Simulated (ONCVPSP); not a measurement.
## La (Z = 57), ONCV: configuration errors across variants

```
Element                 : lanthanum
Generator               : ONCVPSP 4.0.1
Type                    : optimised norm-conserving Vanderbilt (ONCV)
Functional              : LDA (Perdew-Wang 92)
Relativity              : scalar-relativistic
Frozen core             : [Kr] 4d10
Valence charge          : 11
Reference configuration : 5s2 5p6 5d1 6s2
Partial waves           : 5s+6s: rc 2.05 bohr, ncon 3, nbas 8, qcut 5.8 1/bohr, 2 projectors; 5p: rc 2.35 bohr, ncon 4, nbas 8, qcut 4.9 1/bohr, 3 projectors, debl 1.6 Ha; 5d: rc 2.45 bohr, ncon 4, nbas 7, qcut 4.7 1/bohr, 2 projectors, debl 3.9 Ha; f scattering state at 0.1 Ha: rc 2.50 bohr, ncon 4, nbas 9, qcut 3.9 1/bohr, 2 projectors, debl 2.1 Ha
Local potential         : polynomial inside 1.50 bohr (lpopt 4, dvloc0 0 Ha)
Core correction         : Teter function, fcfact 5.25, rcfact 1.35
```

In the f channel the program set the typed energies aside and used -0.169, 1.931 Ha.

All-electron excitation energies from the reference (eV): (1) 5s2 5p6 5d1 6s1 6.158; (2) 5s2 5p6 5d1 6s0 17.305; (3) 5s2 5p6 5d0 6s0 36.401; (4) 5s2 5p6 5d1.5 6s1.5 0.361.

1 further variants failed, have other tests or too few solved ones, and are left out.

Errors AE − PS in meV (a dash: test not solved or not reliable):

```csv
change,(1),(2),(3),(4),bound ghosts,GHOST(+) flags above zero
base,-1.1,-3.4,+1.1,-1.6,none,s
p: rc 2.34,-1.1,-3.4,+1.1,-1.6,none,s
d: nproj 3,-1.1,-3.5,+1.1,-1.6,none,s
core correction none,-0.9,-2.4,+2.9,-1.1,none,s
"core correction Teter function, fcfact 5.25, rcfact 1",-1.0,-2.8,+2.7,-1.3,none,s
s: nbas 7,-1.1,-3.4,+1.1,-1.6,none,s
```

(1) Give the same row for: s: qcut 4.

Results:

(1) -1.6, -6.9, -0.6, -2.1; bound ghosts: none; GHOST(+) flags above zero: s.
